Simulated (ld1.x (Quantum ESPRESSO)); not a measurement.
Building the PAW potential for La (LDA (PZ), scalar-relativistic).

```json
{
  "Element": "La (Z = 57)",
  "Generator": "ld1.x (Quantum ESPRESSO) 7.5",
  "Type": "PAW",
  "Functional": "LDA (PZ)",
  "Relativity": "scalar-relativistic",
  "Frozen core": "[Kr] 4d10",
  "Valence charge": "11",
  "Reference configuration": "4f0 5s2 5p6 5d1 6s2 6p0",
  "Partial waves": "5s (bound): rcut 2.00, rcutus 2.20 bohr; 6s (bound): rcut 2.00, rcutus 2.20 bohr; 5p (bound): rcut 2.80, rcutus 3.15 bohr; 6p (bound, empty): rcut 2.80, rcutus 3.15 bohr; 5d (bound): rcut 3.20, rcutus 3.75 bohr; 5d channel at 0.25 Ry: rcut 3.20, rcutus 3.75 bohr; 4f (bound, empty): rcut 1.30, rcutus 1.65 bohr; 4f channel at 3.8 Ry: rcut 1.30, rcutus 1.65 bohr",
  "Local potential": "all-electron potential smoothed inside 2.30 bohr (lloc = -1)",
  "Core correction": "Bessel-smoothed model core inside 0.90 bohr",
  "Augmentation charge": "GAUSS, radius 1.15 bohr"
}
```

What the tests gave:

* Configuration tests: test run stopped at test 2 of 9 (negative rho)
* Lowest eigenvalue of the overlap operator: -0.51 (d channel); it is negative, so in a basis up to 400 Ry S is not positive definite and the file is unfit for use

The ghost test of this file was not conclusive. Its overlap operator is not positive definite in a basis up to 400 Ry (lowest eigenvalue p -0.23, d -0.51), so the file is unfit for use: the generalised eigenproblem breaks down once the basis is large enough, and its test numbers describe a broken file.

Generation and tests took about 1.9 s on one core of a shared server CPU.
